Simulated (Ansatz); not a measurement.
`C[CH2][AlH][OH]` + `[OH][Y]([OH])[OH]` → `C[O][Y]([OH])[OH]` + `[CH3][AlH][OH]`  (substitution at a C–C bond)

Computed with Ansatz on PBE0-D4/def2-TZVP structures; ΔE is electronic, products minus reactants. CCSD(T)/CBS adds triple-zeta CCSD(T) − MP2 to the extrapolated MP2 energy (def2 sets, frozen cores). DFT in def2-TZVPP. Elements past krypton have def2 core potentials. For Y outer-core shells are correlated without core-valence functions, which leaves a few kJ/mol of doubt a bond. Each species was taken in one conformer, which may not be the lowest.

Problem. Is it downhill or uphill in electronic energy at CCSD(T)/CBS, and by how much? (Estimate.)

Solution. Ansatz gave: Uphill: ΔE = +8.6 kcal/mol.

Problem. What do these levels give: PBE0-D4, PBE0, r2SCAN0, BHLYP, CCSD(T)/def2-SVP, CCSD/def2-TZVPP? (Estimate.)

Solution. Computed: PBE0-D4 7.5, PBE0 7.1, r2SCAN0 7.4, BHLYP 6.1, CCSD(T)/def2-SVP 5.6, CCSD/def2-TZVPP 7.5 kcal/mol.

Largest T1 diagnostic among the species: 0.014.

From BLYP to BHLYP (50 % exact exchange), in def2-TZVPP and without D4, ΔE moves by +1.1 kcal/mol. The D4 term adds +0.8 kcal/mol with B3LYP and +0.4 kcal/mol with PBE0; it sums over pairs of atoms, weighted by their polarisabilities, and B3LYP, whose exchange is more repulsive, gets the larger term.

B3LYP here is the variant with VWN-RPA as its local correlation; programs differ in this.
